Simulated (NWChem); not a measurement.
System: CdHOF; SMILES [F][Cd][OH]

The following NWChem deck was run.

```
start job
memory heap 200 mb stack 900 mb global 1100 mb
geometry units angstroms noautoz
  Cd    -0.427452     0.021850     0.000000
  F     -0.198617     1.932690     0.000000
  O     -0.781330    -1.900572     0.000000
  H      0.042221    -2.402324     0.000000
end
basis spherical
  * library def2-tzvp
end
ecp
  Cd library def2-ecp
end
dft
  xc r2scan
  iterations 150
  vectors input atomic output neutral.movecs
end
task dft energy
charge 1
dft
  odft
  mult 2
  vectors input atomic output cation.movecs
end
task dft energy
```

NWChem printed, in part:

```
             Northwest Computational Chemistry Package (NWChem) 7.3.0
             --------------------------------------------------------

 CS  symmetry detected

                             Geometry "geometry" -> ""
                             -------------------------

 Output coordinates in angstroms (scale by  1.889725989 to convert to a.u.)

  No.       Tag          Charge          X              Y              Z
 ---- ---------------- ---------- -------------- -------------- --------------
    1 Cd                  48.0000     0.00330183     0.00971163     0.00000000
    2 F                    9.0000    -0.02595141     1.93398272     0.00000000
    3 O                    8.0000    -0.08980864    -1.94279098     0.00000000
    4 H                    1.0000     0.79354415    -2.32967491     0.00000000

 Effective nuclear repulsion energy (a.u.)     248.3425416362

      Symmetry information
      --------------------

 Group name             Cs
 Group number              2
 Group order               2
 No. of unique centers     4

                                 NWChem DFT Module
                                 -----------------

 Summary of "ao basis" -> "ao basis" (spherical)
 ------------------------------------------------------------------------------
       Tag                 Description            Shells   Functions and Types
 ---------------- ------------------------------  ------  ---------------------
 Cd                        def2-tzvp                14       40   6s4p3d1f
 F                         def2-tzvp                11       31   5s3p2d1f
 O                         def2-tzvp                11       31   5s3p2d1f
 H                         def2-tzvp                 4        6   3s1p

      Symmetry analysis of basis
      --------------------------

        a'         74
        a"         34

            General Information
            -------------------
          SCF calculation type: DFT
          Wavefunction type:  closed shell.
          No. of atoms     :     4
          No. of electrons :    38
           Alpha electrons :    19
            Beta electrons :    19
          Charge           :     0
          Spin multiplicity:     1
          Use of symmetry is: on ; symmetry adaption is: on
          Maximum number of iterations: 150
          AO basis - number of functions:   108
                     number of shells:    40
          Convergence on energy requested:  1.00D-06
          Convergence on density requested:  1.00D-05
          Convergence on gradient requested:  5.00D-04

              XC Information
              --------------
                      r^2SCAN Method XC Functional
               r^2SCAN metaGGA Exchange Functional  1.000
                     r^2SCAN Correlation Potential  1.000

             Grid Information
             ----------------
          Grid used for XC integration:  medium
          Radial quadrature: Mura-Knowles
          Angular quadrature: Lebedev.
          Tag              B.-S. Rad. Rad. Pts. Rad. Cut. Ang. Pts.
          ---              ---------- --------- --------- ---------
          Cd                  1.55      123           9.0       590
          F                   0.50       49          12.0       434
          O                   0.60       49          10.0       434
          H                   0.35       45          10.0       434
          Grid pruning is: on
          Number of quadrature shells:   266
          Spatial weights used:  Erf1

      Superposition of Atomic Density Guess
      -------------------------------------

 Sum of atomic energies:        -366.61709115

      Non-variational initial energy
      ------------------------------

 Total energy =    -341.639349
 1-e energy   =    -764.242074
 2-e energy   =     310.193828
 HOMO         =      -0.453310
 LUMO         =      -0.116566

      Symmetry analysis of molecular orbitals - initial
      -------------------------------------------------

  Numbering of irreducible representations:

     1 a'          2 a"

  Orbital symmetries:

     1 a'          2 a'          3 a'          4 a'          5 a'
     6 a"          7 a'          8 a'          9 a'         10 a'
    11 a"         12 a'         13 a"         14 a'         15 a"
    16 a'         17 a'         18 a'         19 a"         20 a'
    21 a'         22 a"         23 a'         24 a'         25 a'
    26 a'         27 a"         28 a'         29 a'

   convergence    iter        energy       DeltaE   RMS-Dens  Diis-err
 ---------------- ----- ----------------- --------- --------- ---------
 d= 0,ls=0.0,diis     1   -343.3708445567 -4.56D+02  2.19D-02  1.23D+00
 d= 0,ls=0.0,diis     2   -342.6245345413  7.46D-01  1.42D-02  9.13D+00
 d= 0,ls=0.0,diis     3   -343.5072442748 -8.83D-01  1.89D-03  3.57D-02
 d= 0,ls=0.0,diis     4   -343.4999650466  7.28D-03  1.42D-03  1.13D-01
 d= 0,ls=0.0,diis     5   -343.5100923346 -1.01D-02  2.62D-04  2.87D-03
  Resetting Diis
 d= 0,ls=0.0,diis     6   -343.5103389959 -2.47D-04  5.18D-05  1.73D-04
 d= 0,ls=0.0,diis     7   -343.5103504181 -1.14D-05  1.51D-05  1.66D-06
 d= 0,ls=0.0,diis     8   -343.5103500811  3.37D-07  1.10D-05  5.28D-06
 d= 0,ls=0.0,diis     9   -343.5103505218 -4.41D-07  3.03D-06  5.35D-07

         Total DFT energy =     -343.510350521793
      One electron energy =     -765.596863112263
           Coulomb energy =      344.597008277789
    Exchange-Corr. energy =      -34.919392611499
 Nuclear repulsion energy =      112.408896924180

 Numeric. integr. density =       38.000011272886

                  Occupations of the irreducible representations
                  ----------------------------------------------

                     irrep           alpha         beta
                     --------     --------     --------
                     a'               14.0         14.0
                     a"                5.0          5.0

                       DFT Final Molecular Orbital Analysis
                       ------------------------------------

 Vector   17  Occ=2.000000D+00  E=-3.112578D-01  Symmetry=a'
              MO Center=  2.1D-02,  1.3D+00,  1.0D-13, r^2= 2.5D+00
   Bfn.  Coefficient  Atom+Function         Bfn.  Coefficient  Atom+Function
  ----- ------------  ---------------      ----- ------------  ---------------
    46      0.441895  2 F  px                49      0.357171  2 F  px
    52      0.274134  2 F  px                 5      0.148426  1 Cd s
    78      0.143298  3 O  py                81      0.125621  3 O  py
    19     -0.111697  1 Cd d -2               3     -0.092229  1 Cd s
    84      0.081067  3 O  py                13      0.073841  1 Cd px

 Vector   18  Occ=2.000000D+00  E=-2.975219D-01  Symmetry=a'
              MO Center= -6.8D-02, -1.1D+00,  5.6D-14, r^2= 3.0D+00
   Bfn.  Coefficient  Atom+Function         Bfn.  Coefficient  Atom+Function
  ----- ------------  ---------------      ----- ------------  ---------------
     5      0.291716  1 Cd s                 78      0.291896  3 O  py
    81      0.256368  3 O  py                77      0.230536  3 O  px
    46     -0.197974  2 F  px                84      0.191426  3 O  py
     3     -0.185483  1 Cd s                 80      0.185362  3 O  px
    49     -0.159282  2 F  px                83      0.142368  3 O  px

 Vector   19  Occ=2.000000D+00  E=-2.630731D-01  Symmetry=a"
              MO Center= -6.0D-02, -1.7D+00, -1.5D-15, r^2= 1.5D+00
   Bfn.  Coefficient  Atom+Function         Bfn.  Coefficient  Atom+Function
  ----- ------------  ---------------      ----- ------------  ---------------
    79      0.446408  3 O  pz                82      0.372661  3 O  pz
    85      0.319892  3 O  pz                20      0.155780  1 Cd d -1
    48     -0.113780  2 F  pz                51     -0.090510  2 F  pz
    25      0.083913  1 Cd d -1              54     -0.074033  2 F  pz
    15      0.059364  1 Cd pz                 9     -0.045782  1 Cd pz

 Vector   20  Occ=0.000000D+00  E=-9.316196D-02  Symmetry=a'
              MO Center=  1.5D-01, -1.3D-01,  8.4D-14, r^2= 3.9D+00
   Bfn.  Coefficient  Atom+Function         Bfn.  Coefficient  Atom+Function
  ----- ------------  ---------------      ----- ------------  ---------------
     6      0.663113  1 Cd s                  5      0.552567  1 Cd s
     3     -0.299409  1 Cd s                 76     -0.300016  3 O  s
    23     -0.217362  1 Cd d  2              78     -0.199084  3 O  py
    84     -0.193905  3 O  py                47      0.192777  2 F  py
    45     -0.179266  2 F  s                 81     -0.176318  3 O  py

 Vector   21  Occ=0.000000D+00  E=-2.088437D-02  Symmetry=a'
              MO Center= -1.4D-01,  3.6D-02, -3.2D-14, r^2= 4.9D+00
   Bfn.  Coefficient  Atom+Function         Bfn.  Coefficient  Atom+Function
  ----- ------------  ---------------      ----- ------------  ---------------
    16      0.723762  1 Cd px                13      0.443904  1 Cd px
     7     -0.225387  1 Cd px                52     -0.125032  2 F  px
    83     -0.116157  3 O  px                 5     -0.114789  1 Cd s
    46     -0.109955  2 F  px                77     -0.088556  3 O  px
    49     -0.076827  2 F  px                17     -0.076155  1 Cd py

 Vector   22  Occ=0.000000D+00  E=-1.494452D-02  Symmetry=a"
              MO Center=  1.6D-02,  5.0D-03, -5.0D-14, r^2= 5.0D+00
   Bfn.  Coefficient  Atom+Function         Bfn.  Coefficient  Atom+Function
  ----- ------------  ---------------      ----- ------------  ---------------
    18      0.734520  1 Cd pz                15      0.434597  1 Cd pz
     9     -0.222061  1 Cd pz                85     -0.160331  3 O  pz
    79     -0.130169  3 O  pz                54     -0.125805  2 F  pz
    48     -0.109589  2 F  pz                82     -0.099820  3 O  pz
    51     -0.076801  2 F  pz

     Multipole analysis of the density
     ---------------------------------

[...]
```

Level: r2SCAN/def2-TZVP with def2 effective core potentials on Cd, vertical spin-unrestricted ions. Coordinates come from a PBE0/def2-SVP optimisation. def2 effective core potentials on Cd; no spin-orbit coupling.
